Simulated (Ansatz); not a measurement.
Mulliken charges of `O[C](=S)[GaH][F]` from B3LYP/def2-TZVPP in Ansatz (PBE0-D4/def2-TZVP geometry).

```
atom   x (Å)   y (Å)   z (Å)  charge (e)
  O1  -0.340  -0.159   1.813      -0.199
  C2   0.141  -0.220   0.598       0.175
  S3   1.633  -0.750   0.169      -0.239
 Ga4  -0.483   0.274  -1.188       0.489
  F5  -0.230   1.976  -1.546      -0.391
  H6   0.332  -0.479   2.443       0.196
  H7  -1.053  -0.642  -2.291      -0.031
```

Task: By hand: the dipole of these point charges (1 e Å = 4.8032 D).

Result: Σ q r = (-0.346, -0.540, 0.277) e Å, of length 0.699 e Å = 3.36 D.

Task: How does the dipole of the full density compare? (Estimate.)

Result: The calculation gave: (-0.124, -0.452, 0.437) e Å, 3.08 D; the point charges give 1.09 times that, at 24° from its direction.

Point charges leave out the atoms' own dipoles, such as those of lone pairs, and Mulliken's split depends on the basis, so the two needn't agree.

B3LYP here is the variant with VWN-RPA as its local correlation; programs differ in this.
